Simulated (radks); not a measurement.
Species: the rubidium ion Rb1.5+. Configuration: [Ar] 3d10 4s2 5s(up 0.5, down 0.5) 4p(up 2.5, down 2) (fractional occupations, a model configuration).

Method: scalar-relativistic Kohn-Sham, LDA (Slater exchange, Perdew-Wang correlation), spin-polarised, spherical densities, finite nucleus; Fermi nuclear charge, rms radius 4.2036 fm; computed with a radial shooting solver on a logarithmic mesh with Libxc functionals.

Energy parts (hartree):
part                       energy
total                 -2976.29542
kinetic                3047.22625
electron-nucleus      -7152.39849
Hartree                1225.30046
exchange-correlation    -96.42364

Orbitals (lengths in bohr, moments of r in powers of bohr; <r^-3> diverges for s and p1/2; r(90%) holds 90 % of the orbital's charge):
| orbital | occ. | eigenvalue (hartree) | <1/r> | r(90%) | <r> | <r^-3> |
|---|---|---|---|---|---|---|
| 1s up | 1 | -552.3412 | 37.83 | 0.0722 | 0.04034 | - |
| 1s down | 1 | -552.3392 | 37.83 | 0.0722 | 0.04034 | - |
| 2s up | 1 | -74.42983 | 8.420 | 0.275 | 0.1781 | - |
| 2s down | 1 | -74.42847 | 8.420 | 0.275 | 0.1781 | - |
| 2p up | 3 | -66.12641 | 8.236 | 0.253 | 0.1552 | 1642 |
| 2p down | 3 | -66.12452 | 8.236 | 0.253 | 0.1552 | 1642 |
| 3s up | 1 | -11.63674 | 2.805 | 0.760 | 0.5115 | - |
| 3s down | 1 | -11.63415 | 2.805 | 0.760 | 0.5114 | - |
| 3p up | 3 | -8.97324 | 2.654 | 0.791 | 0.5193 | 249.6 |
| 3p down | 3 | -8.97034 | 2.654 | 0.790 | 0.5192 | 249.6 |
| 3d up | 5 | -4.55116 | 2.392 | 0.856 | 0.5249 | 30.99 |
| 3d down | 5 | -4.54779 | 2.393 | 0.855 | 0.5246 | 31.01 |
| 4s up | 1 | -1.82578 | 0.9525 | 2.07 | 1.410 | - |
| 4s down | 1 | -1.80900 | 0.9525 | 2.07 | 1.411 | - |
| 4p up | 2.5 | -1.20668 | 0.8199 | 2.41 | 1.618 | 28.28 |
| 4p down | 2 | -1.19061 | 0.8184 | 2.42 | 1.622 | 28.18 |
| 5s up | 0.5 | -0.43472 | 0.3518 | 5.29 | 3.676 | - |
| 5s down | 0.5 | -0.43189 | 0.3496 | 5.31 | 3.694 | - |

The highest occupied level is 5s down at -11.752 eV. The electron density at the nucleus is 5.555e+04 e/bohr^3 (large components only). The density falls to 0.001 e/bohr^3 at r = 4.43 bohr. Spin moment in Bohr magnetons: 0.5. The spin density at the nucleus is -0.06619 e/bohr^3 (1s -0.08824, 2s 0.01556, 3s -0.02030, 4s -0.03982, 5s 0.06661). Summed over all electrons, <r^2> = 39.42 bohr^2, which gives a Langevin (diamagnetic) susceptibility term of -31.2 x 10^-6 cm^3/mol.
